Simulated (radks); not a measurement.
Fe16+, 10 electrons, occupied as [Ne].

Method: non-relativistic Kohn-Sham, exchange-only PBE, spin-polarised, spherical densities, point nucleus; computed with a radial shooting solver on a logarithmic mesh with Libxc functionals.

Energy parts (eV):
part                  energy
total             -31001.531
kinetic            31001.531
electron-nucleus  -67353.012
Hartree             6433.785
exchange           -1083.834

Orbitals (lengths in bohr, moments of r in powers of bohr; <r^-3> diverges for s and p1/2; r(max) is where P^2 peaks; r(90%) holds 90 % of the orbital's charge):
| orbital | occ. | eigenvalue (eV) | <r^2> | r(90%) | <r^-3> | r(max) |
|---|---|---|---|---|---|---|
| 1s | 2 | -7480.341 | 0.004683 | 0.105 | - | 0.03894 |
| 2s | 2 | -1319.165 | 0.08288 | 0.409 | - | 0.2234 |
| 2p | 6 | -1214.263 | 0.06556 | 0.378 | 480.5 | 0.1790 |

The highest occupied level is 2p at -1214.3 eV. The density falls to 0.001 e/bohr^3 at r = 0.89 bohr. Summed over all electrons, <r^2> = 0.5685 bohr^2, which gives a Langevin (diamagnetic) susceptibility term of -0.45 x 10^-6 cm^3/mol. The electron density at the nucleus is 1.182e+04 e/bohr^3. Virial ratio -V/T = 2.00000.
